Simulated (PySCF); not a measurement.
Compound: (Cl2Al-mu-OH)2.
Bonds: Al1–Cl2, Al1–Cl3, Al1–O4, Al1–O8, O4–Al5, Al5–Cl6, Al5–Cl7, Al5–O8. Hydrogens: H9 on O4; H10 on O8.

Method: PBE0-D3(BJ)/def2-SVP geometry optimisation, gas phase (PySCF); density fitting, grid level 1; the optimiser is geomeTRIC in internal coordinates, started from a GFN2-xTB structure with every atom displaced at random (about 0.03 Å).

The end geometry, which sets the zero of energy:
```
atom  x, y, z in Å
Al1    -0.1093    1.3764   -0.2331
Cl2    -1.2688    2.5753    1.0320
Cl3     0.8582    2.2891   -1.8492
O4      0.9627    0.1899    0.6783
Al5     0.1344   -1.3900    0.2322
Cl6    -0.8385   -2.2934    1.8510
Cl7     1.2923   -2.6048   -1.0192
O8     -0.9297   -0.2053   -0.6887
H9      1.6899    0.3566    1.2837
H10    -1.6664   -0.3705   -1.2827
```

Question: These geometries come from the run, each turned onto the end geometry. Order them by energy, lowest first.
A.
```
atom  x, y, z in Å
Al1    -0.0555    1.3025   -0.2119
Cl2    -1.2984    2.4162    1.0521
Cl3     0.8279    2.1383   -1.8385
O4      1.0590    0.2037    0.6887
Al5     0.1058   -1.4004    0.2030
Cl6    -0.9102   -2.1174    1.8129
Cl7     1.3035   -2.4505   -1.0453
O8     -0.9092   -0.1833   -0.7265
H9      1.7179    0.3770    1.3156
H10    -1.7162   -0.3629   -1.2457
```
B.
```
atom  x, y, z in Å
Al1    -0.0778    1.3664   -0.2356
Cl2    -1.2733    2.5502    1.0243
Cl3     0.8607    2.2769   -1.8759
O4      0.9771    0.1751    0.6628
Al5     0.1299   -1.4094    0.2204
Cl6    -0.8670   -2.2442    1.8600
Cl7     1.3368   -2.5522   -1.0547
O8     -0.9123   -0.2052   -0.7057
H9      1.6579    0.3357    1.3255
H10    -1.7073   -0.3700   -1.2167
```
C.
```
atom  x, y, z in Å
Al1    -0.0972    1.3780   -0.2478
Cl2    -1.2578    2.5881    1.0062
Cl3     0.8690    2.3010   -1.8653
O4      0.9668    0.1842    0.6734
Al5     0.1426   -1.3934    0.2219
Cl6    -0.8217   -2.3047    1.8474
Cl7     1.3126   -2.6044   -1.0359
O8     -0.9213   -0.2124   -0.7034
H9      1.6455    0.3461    1.3345
H10    -1.7140   -0.3592   -1.2265
```
D.
```
atom  x, y, z in Å
Al1    -0.0668    1.3440   -0.2252
Cl2    -1.2888    2.4917    1.0434
Cl3     0.8500    2.2218   -1.8694
O4      1.0025    0.1844    0.6647
Al5     0.1174   -1.4129    0.2124
Cl6    -0.8949   -2.1857    1.8478
Cl7     1.3302   -2.5089   -1.0581
O8     -0.9063   -0.1947   -0.7116
H9      1.6823    0.3517    1.3204
H10    -1.7010   -0.3682   -1.2200
```

Answer: C (0.004 eV), B (0.016 eV), D (0.068 eV), A (0.348 eV).

In the order of the answer:

```tsv
step	E above end (eV)	largest force (eV/Å)	rms force component (eV/Å)	rms distance from end (Å)	rms bond change (Å)	bond most changed (Å)
4	0.004	0.16	0.059	0.037	0.005	Al1–O8 +0.009
2	0.016	0.32	0.111	0.048	0.007	Al1–O4 -0.013
1	0.068	0.93	0.271	0.073	0.021	O4–Al5 +0.042
0	0.348	3.05	0.928	0.119	0.050	O4–Al5 +0.089
```

The cost below is that of the whole optimisation. Hardware: an Intel Xeon at 2.50 GHz with one thread, no GPU, on a shared host. Cost: 6.6 min of wall time, 0.64 GiB resident at most.
